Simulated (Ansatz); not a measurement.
A single point on CH$_{8}$O$_{2}$Si$_{2}$ (`OC[SiH2][SiH2]O`).

```yaml
crystal:
  periodic: [false, false, false]
  atoms:
    - {symbol: O, position_ang: [1.170847, -0.213321, 2.540454]}
    - {symbol: C, position_ang: [0.160002, -0.300626, 1.550619]}
    - {symbol: Si, position_ang: [0.942330, -0.078419, -0.158418]}
    - {symbol: Si, position_ang: [-0.732074, -0.112270, -1.805431]}
    - {symbol: O, position_ang: [-1.802978, 1.139502, -1.620309]}
    - {symbol: H, position_ang: [0.767719, -0.333422, 3.404025]}
    - {symbol: H, position_ang: [-0.353416, -1.272807, 1.574720]}
    - {symbol: H, position_ang: [-0.612595, 0.470215, 1.684987]}
    - {symbol: H, position_ang: [1.930287, -1.162376, -0.417332]}
    - {symbol: H, position_ang: [1.655390, 1.229949, -0.211522]}
    - {symbol: H, position_ang: [-1.558349, -1.342909, -1.703922]}
    - {symbol: H, position_ang: [-0.098864, -0.086347, -3.157213]}
    - {symbol: H, position_ang: [-1.447799, 2.028129, -1.665857]}
basis:
  gaussian: {orbitals: def2-QZVPP}
correlation: {method: mp2}
```

```sh
$ ansatz run in.yaml --threads 4 --pin off --events-out ev --progress --plain
```

It prints (some lines left out):

```
Functional definition: HF
  name "HF"
  cite "Fock, Z. Phys. 61, 126 (1930) doi:10.1007/BF01340294"
  parent pbe
  exchange = exact_x
  correlation = 0
3284 factors; integrals over basis functions are off by at most 9.9e-4 eV
mean field evaluation 1: about -20955.0486 eV, gradient 4.9e1 eV
mean field evaluation 2: about -20955.1898 eV, gradient 4.9e1 eV
mean field evaluation 4: about -20960.2494 eV, gradient 4.3e0 eV
mean field evaluation 8: about -20960.3327 eV, gradient 3.0e-1 eV
mean field -20960.33319233 eV, -770.2780373941 hartree, gradient 1.1e-6 eV, S^2 0.000000; 0 other end points of the search recorded, 0 dependent functions left out
13 core orbitals not correlated: weight in the atoms' cores, before any rotation towards them, 1.000 or more for the frozen orbitals, at most 0.000 for the correlated occupied ones
reference -20960.33319233 eV, -770.2780373941 hartree; 16, 16 occupied and 522, 522 virtual orbitals, 3284 factors
second order -26.51356569 eV of doubles, -0.00000000 eV of singles
Total energy: -20986.84675803 eV, -771.2523929618 hartree
```

Hardware: 4 threads of a server CPU on a shared host. Wall time 31 s, peak host memory 3.9 GiB.
